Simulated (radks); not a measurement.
Task: W48+, 26 electrons, occupied as [Ar] 3d8. Method: Dirac Kohn-Sham, relativistic LDA (MacDonald-Vosko exchange, VWN5 correlation), spin-unpolarised, spherical densities, finite nucleus; open shells fill j = l - 1/2 first; Fermi nuclear charge, rms radius 5.3658 fm; computed with a radial shooting solver on a logarithmic mesh with Libxc functionals. Some entries of the table are withheld. Estimate them.

orbital  occ.  eigenvalue (eV)  <1/r> (bohr^-1)
1s1/2       2        -71586.54            86.64
2s1/2       2              (1)            21.17
2p1/2       2        -14040.24            21.13
2p3/2       4        -12695.21            17.78
3s1/2       2        -5176.383              (2)
3p1/2       2              (3)              (4)
3p3/2       4              (5)              (6)
3d3/2       4        -4311.827            6.973
3d5/2       4        -4241.270            6.767
4s1/2       0        -2596.424            4.027
4p1/2       0              (7)            3.971
4p3/2       0              (8)            3.663

Result: 
(1) 2s1/2 eigenvalue (eV): -14531.11
(2) 3s1/2 <1/r> (bohr^-1): 8.035
(3) 3p1/2 eigenvalue (eV): -4965.797
(4) 3p1/2 <1/r> (bohr^-1): 7.957
(5) 3p3/2 eigenvalue (eV): -4652.272
(6) 3p3/2 <1/r> (bohr^-1): 7.088
(7) 4p1/2 eigenvalue (eV): -2506.099
(8) 4p3/2 eigenvalue (eV): -2394.741
